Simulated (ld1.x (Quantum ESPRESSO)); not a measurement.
# Varying the TM semilocal potential for Pd (Z = 46)

Base potential:

| Property | Result |
| --- | --- |
| Element | Pd (Z = 46) |
| Generator | ld1.x (Quantum ESPRESSO) 7.5 |
| Type | norm-conserving Troullier–Martins (semilocal form) |
| Functional | PBEsol |
| Relativity | scalar-relativistic |
| Frozen core | [Kr] |
| Valence charge | 10 |
| Reference configuration | 4d9 5s1 5p0 |
| Partial waves | 5s (bound): rc 1.85 bohr; 5p (bound, empty): rc 3.60 bohr; 4d (bound): rc 1.10 bohr |
| Local potential | the d channel |
| Core correction | a·sin(br)/r model core inside 0.75 bohr |

Cutoffs, loose and tight: the cutoffs (Ry, on a coarse ladder) from which the occupation-weighted sum of valence levels, in a spherical-Bessel basis at the reference potential, stays within 10 and 1 mRy of its value at 400 Ry. They do not see the model core or the augmentation charge, which bear on the density cutoff. Test errors are all-electron minus pseudo excitation energies from the reference, over the configurations 4d10 5s0 5p0; 4d9 5s0 5p0; 4d8 5s0 5p0; 4d9 5s0 5p1; 4d7 5s0 5p0; 4d6 5s0 5p0; 4d9.5 5s0 5p0. A dash means not determined; rows that change the core or the reference have their own tests.

Cutoffs are not given where the Bessel-basis levels miss the radial ones by over 6 mRy, ghosts where they miss by over 20 mRy; a channel whose overlap is not positive is not tested.

A semilocal file is local in each channel, so a ghost entry of none says nothing of the separable form that plane-wave codes build from it.

```tsv
change	outcome	cutoff, loose	cutoff, tight	bound ghosts	largest test error (meV)
base	generated	80 Ry	110 Ry	none	-946
wave 4d (bound): rc 1.10 bohr becomes 4d (bound): rc 0.80 bohr	generated	300 Ry	over 300 Ry	none	-884
wave 4d (bound): rc 1.10 bohr becomes 4d (bound): rc 0.94 bohr	generated	160 Ry	300 Ry	none	-929
wave 4d (bound): rc 1.10 bohr becomes 4d (bound): rc 1.02 bohr	generated	120 Ry	180 Ry	none	-939
wave 4d (bound): rc 1.10 bohr becomes 4d (bound): rc 1.22 bohr	generated	70 Ry	90 Ry	none	-952
wave 4d (bound): rc 1.10 bohr becomes 4d (bound): rc 1.32 bohr	generated	70 Ry	90 Ry	none	-955
wave 4d (bound): rc 1.10 bohr becomes 4d (bound): rc 1.46 bohr	generated	70 Ry	90 Ry	none	-959
wave 4d (bound): rc 1.10 bohr becomes 4d (bound): rc 1.56 bohr	generated	70 Ry	90 Ry	none	-965
```

Task: What comes out with this change to the base: wave 4d (bound): rc 1.10 bohr becomes 4d (bound): rc 1.68 bohr?

Result: outcome: generated; cutoff, loose: 60 Ry; cutoff, tight: 90 Ry; bound ghosts: none; largest test error (meV): -975.

Task: What comes out with this change to the base: wave 4d (bound): rc 1.10 bohr becomes 4d (bound): rc 0.70 bohr?

Result: outcome: generated; bound ghosts: not determined; largest test error (meV): -809.

Reading the sweep of the d radius (base included, trends over the rows without a ghost): The loose cutoff falls from 300 Ry at 0.8 to 60 Ry at 1.68 bohr. A larger radius leaves more room for a smooth pseudo-wave, so fewer plane waves are needed; a smaller one forces it to follow the all-electron wave where it bends sharply. The median size of the test errors (rows with all tests solved) stays near 35.5 meV.
